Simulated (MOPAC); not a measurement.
Input for MOPAC: PM3 on Cl3H (a complex), monomers drawn apart or pushed together.

```
PM3 1SCF PRECISE CHARGE=0 THREADS=1
Cl3H

Cl     0.42443721 1    -0.56667185 1    -0.33204560 1
H      0.01093015 1     0.62973644 1    -0.54126735 1
Cl    -0.32131993 1     0.81497897 1     5.97468727 1
Cl    -0.05521325 1     0.28517619 1     4.04131638 1
```

It printed:

```
*******************************************************************************
 **                                                                           **
 **                              MOPAC v23.2.5                                **
 **                                                                           **
 *******************************************************************************
 ** MOPAC's Digital Object Identifier: https://doi.org/10.5281/zenodo.6511958 **
 **                                                                           **
 ** Please cite the open-source release paper for use of this MOPAC version:  **
 ** J. E. Moussa and J. J. P. Stewart (2026)                                  **
 ** MOPAC: An open-source semiempirical molecular orbital program             **
 ** J. Open Source Softw., 11(119), 8025, https://doi.org/10.21105/joss.08025 **
 *******************************************************************************

                              PM3 CALCULATION RESULTS

 *******************************************************************************
 *  PM3        - The PM3 Hamiltonian to be used
 *
 *
 *
 *                 CHARGE ON SYSTEM = 0
 *
 *
 *
 *  PRECISE    - TIGHTER CRITERIA TO BE USED
 *  1SCF       - DO 1 SCF AND THEN STOP
 *  THREADS=1  - MULTI-THREADING NOT USED
 *  T=         - A TIME OF 172800.0 SECONDS REQUESTED
 *  DUMP=N     - RESTART FILE WRITTEN EVERY 7200.0 SECONDS REQUESTED
 *******************************************************************************
PM3 1SCF PRECISE CHARGE=0 THREADS=1
 Cl3H

   ATOM   CHEMICAL          X               Y               Z
  NUMBER   SYMBOL      (ANGSTROMS)     (ANGSTROMS)     (ANGSTROMS)

     1      Cl          0.42443721  *  -0.56667185  *  -0.33204560  *
     2       H          0.01093015  *   0.62973644  *  -0.54126735  *
     3      Cl         -0.32131993  *   0.81497897  *   5.97468727  *
     4      Cl         -0.05521325  *   0.28517619  *   4.04131638  *



          CARTESIAN COORDINATES

    NO.       ATOM           X           Y           Z

     1        Cl          0.4244     -0.5667     -0.3320
     2         H          0.0109      0.6297     -0.5413
     3        Cl         -0.3213      0.8150      5.9747
     4        Cl         -0.0552      0.2852      4.0413

  H: (PM3): J. J. P. STEWART, J. COMP. CHEM. 10, 209 (1989).
 Cl: (PM3): J. J. P. STEWART, J. COMP. CHEM. 10, 209 (1989).

           Empirical Formula: H Cl3  =     4 atoms



      MOLECULAR POINT GROUP   :   Cs


      RHF CALCULATION, NO. OF DOUBLY OCCUPIED LEVELS = 11


 -------------------------------------------------------------------------------
 PM3 1SCF PRECISE CHARGE=0 THREADS=1
 Cl3H



     1SCF WAS SPECIFIED, SO BFGS WAS NOT USED
     SCF FIELD WAS ACHIEVED


                              PM3 CALCULATION
                                                       MOPAC v23.2.5 Linux




          FINAL HEAT OF FORMATION =        -31.95185 KCAL/MOL =    -133.68655 KJ/MOL


          COSMO AREA              =        129.53 SQUARE ANGSTROMS
          COSMO VOLUME            =        104.38 CUBIC ANGSTROMS

          IONIZATION POTENTIAL    =         10.743527 EV
          HOMO LUMO ENERGIES (EV) =        -10.744 -1.191
          NO. OF FILLED LEVELS    =         11
          MOLECULAR WEIGHT        =        107.3669         POINT GROUP:  Cs

          MOLECULAR DIMENSIONS (Angstroms)

            Atom       Atom       Distance
           Cl     3    H     2     6.52705
           Cl     1   Cl     3     1.27377
           Cl     1   Cl     4     0.00001


          SCF CALCULATIONS        =          1





   ATOM   CHEMICAL          X               Y               Z
  NUMBER   SYMBOL      (ANGSTROMS)     (ANGSTROMS)     (ANGSTROMS)

     1      Cl          0.42443721  *  -0.56667185  *  -0.33204560  *
     2       H          0.01093015  *   0.62973644  *  -0.54126735  *
     3      Cl         -0.32131993  *   0.81497897  *   5.97468727  *
     4      Cl         -0.05521325  *   0.28517619  *   4.04131638  *

                             CARTESIAN COORDINATES

   1   Cl        0.424437210    -0.566671850    -0.332045600
   2    H        0.010930150     0.629736440    -0.541267350
   3   Cl       -0.321319930     0.814978970     5.974687270
   4   Cl       -0.055213250     0.285176190     4.041316380


           Empirical Formula: H Cl3  =     4 atoms



      MOLECULAR POINT GROUP   :   Cs


                  EIGENVALUES
 -58.69097 -55.52443 -49.95087 -14.92789 -13.96220 -12.46076 -12.45962 -11.09921
 -11.09393 -10.74468 -10.74353  -1.19092   1.43383


              NET ATOMIC CHARGES AND DIPOLE CONTRIBUTIONS

  ATOM NO.   TYPE          CHARGE      No. of ELECS.   s-Pop       p-Pop
    1         Cl          -0.098639        7.0986     1.96808     5.13056
    2          H           0.098639        0.9014     0.90136
    3         Cl          -0.002162        7.0022     1.99198     5.01018
    4         Cl           0.002162        6.9978     1.99202     5.00581
 DIPOLE           X         Y         Z       TOTAL
 POINT-CHG.    -0.193     0.561    -0.119     0.605
 HYBRID        -0.250     0.725    -0.127     0.777
 SUM           -0.444     1.286    -0.247     1.382


          ATOMIC ORBITAL ELECTRON POPULATIONS

     Atom    s        px        py        pz
    1 Cl   1.96808   1.90972   1.24411   1.97673
    2  H   0.90136
    3 Cl   1.99198   1.98283   1.93188   1.09547
    4 Cl   1.99202   1.98274   1.93147   1.09161

 **********************
 *                    *
 * JOB ENDED NORMALLY *
 *                    *
 **********************




 == MOPAC DONE ==
```

The run finished.

Cost: very roughly 0.03 core-seconds.
